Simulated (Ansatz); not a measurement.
CH7BOSi2 can be A, `OB[SiH]1C[SiH2]1`, or B, `OCB1[SiH2][SiH2]1`.

Program: Ansatz. Geometries: PBE0-D4/def2-TZVP. ΔE: electronic, gas phase. CCSD(T)/CBS adds triple-zeta CCSD(T) − MP2 to the extrapolated MP2 energy (def2 sets, frozen cores). DFT in def2-TZVPP. B3LYP here is the variant with VWN-RPA as its local correlation; programs differ in this. One conformer a species, not always the lowest.

A:

Z-matrix (Å, degrees):
```
Si
B 1 1.998
Si 1 2.267 2 116.7
C 1 1.910 2 117.8 3 59.9
H 1 1.484 2 119.5 3 -151.3
O 2 1.354 1 117.5 3 -50.9
H 2 1.204 1 122.5 3 126.1
H 3 1.482 1 121.6 2 -153.1
H 3 1.482 1 121.5 2 3.6
H 4 1.087 1 116.8 2 144.0
H 4 1.088 1 115.2 2 9.6
H 6 0.961 2 113.7 1 176.1
```

B:

Z-matrix (Å, degrees):
```
C
B 1 1.563
O 1 1.418 2 117.5
H 1 1.096 2 111.3 3 -123.4
H 1 1.106 2 105.7 3 123.9
Si 2 1.910 1 130.4 3 22.6
Si 2 1.909 1 128.8 3 139.2
H 3 0.960 1 107.7 2 33.9
H 6 1.486 2 125.8 1 7.8
H 6 1.481 2 122.4 1 -164.8
H 7 1.487 2 124.1 1 -10.4
H 7 1.481 2 124.3 1 162.6
```

Q: Which isomer does CCSD(T)/CBS put lower? Give the gap. (Best estimate.)

A: Ansatz gave: A, by 234.7 kJ/mol.

Q: Give E(B) − E(A) in kJ/mol with CCSD/def2-TZVPP, PBE-D4, r2SCAN-D4, B2PLYP, ωB97M-V, HF/def2-TZVPP, B3LYP-D4. (An estimate is asked.)

A: Computed: CCSD/def2-TZVPP 239.3, PBE-D4 216.2, r2SCAN-D4 231.1, B2PLYP 237.6, ωB97M-V 237.5, HF/def2-TZVPP 262.5, B3LYP-D4 233.8. None reverses the order clearly.

Largest T1 diagnostic: 0.015.

In def2-TZVPP, CCSD(T) changes the Hartree–Fock value by −29.4 kJ/mol (the triples alone add −6.1 kJ/mol) and MP2 by −22.3 kJ/mol. From PBE to PBE0 (25 % exact exchange), in def2-TZVPP and without D4, E(B) − E(A) moves by +10.5 kJ/mol.
